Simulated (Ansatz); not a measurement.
InH2(SiH3) (InSiH₅). The state is a singlet with charge 0. Geometry PBE-D4/def2-TZVP; atoms count from 1.

```xyz
7

In   -0.0139   -0.3942    1.4004
H    -0.9733    0.4749    2.5666
H     0.8882   -1.7788    1.9526
Si    0.0339    0.3234   -1.0836
H     1.3186   -0.0414   -1.7620
H    -0.1806    1.7954   -1.2590
H    -1.0727   -0.3793   -1.8151
```

In the def2 sets In takes a core potential; there is no spin–orbit coupling.

Question: Estimate the Mulliken populations from the PBE0/def2-TZVP orbitals of Ansatz.

Answer: 
| atom | charge (e) |
| --- | --- |
| In1 | 0.39 |
| H2 | -0.10 |
| H3 | -0.10 |
| Si4 | -0.15 |
| H5 | -0.01 |
| H6 | -0.01 |
| H7 | -0.01 |
Mulliken values and Mayer orders depend strongly on the basis.

Question: And the Mayer bond orders between bonded heavy atoms (over 0.3)?

Answer: In1–Si4 0.88 (2.59 Å).
